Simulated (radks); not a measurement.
Numerical settings for the holmium ion Ho2+, [Xe] 4f11. Calculated with a radial shooting solver on a logarithmic mesh with Libxc functionals: Dirac Kohn-Sham, PBEsol, spin-unpolarised, spherical densities, point nucleus; open shells fill j = l - 1/2 first. The defaults (mesh step 0.008 in ln r, mesh end at 40 bohr or more with all orbitals vanishing there, Anderson mixing 0.5 over 9 steps, residual threshold near 1e-9 with the energy settled to 1e-9 hartree or 1e-11 of itself, here a cap of 59 iterations) give E = -12623.7326 hartree and 4f7/2 at -16.767 eV in 15 iterations. Run on one thread of a shared host, so times are rough (Arm Neoverse N1): 0.23 s of CPU time, 0.23 s wall, 15 iterations on 2541 mesh points. Changes against that run (0 stands for a change within the tolerance of the run):

| setting | iterations | converged | E (mhartree) | e(4f7/2) (meV) | CPU (s) |
|---|---|---|---|---|---|
| mesh step in ln r 0.02 | 15 | yes | 0 | 0 | 0.11 |
| mesh step in ln r 0.12 | 4 | no | diverged | - | 0.01 |
| mesh step in ln r 0.012 | 15 | yes | 0 | 0 | 0.16 |
| mesh end (bohr) 8 | 15 | yes | +0.00815 | +1.11 | 0.22 |
| mesh end (bohr) 3 | 15 | yes | +481 | +6.2e+03 | 0.2 |
| residual threshold 1e-16 | 59 | no | 0 | 0 | 0.46 |
| residual threshold 1e-13 | 24 | yes | 0 | 0 | 0.31 |
| mixing 2.5 | 21 | yes | 0 | 0 | 0.31 |
| linear mixing, mixing 0.05 | 59 | no | +0.628 | -676 | 0.71 |
| linear mixing, mixing 1 | 59 | no | +1.89e+05 | -9.28e+05 | 2.3 |
| mixing history 3 | 19 | yes | 0 | 0 | 0.25 |
| iteration cap 8 | 8 | no | +0.107 | +118 | 0.12 |

Settings that end as converged yet miss the energy by more than 1 mhartree: mesh end (bohr) 3 (+0.481 hartree). A mesh that ends early acts as a hard wall.
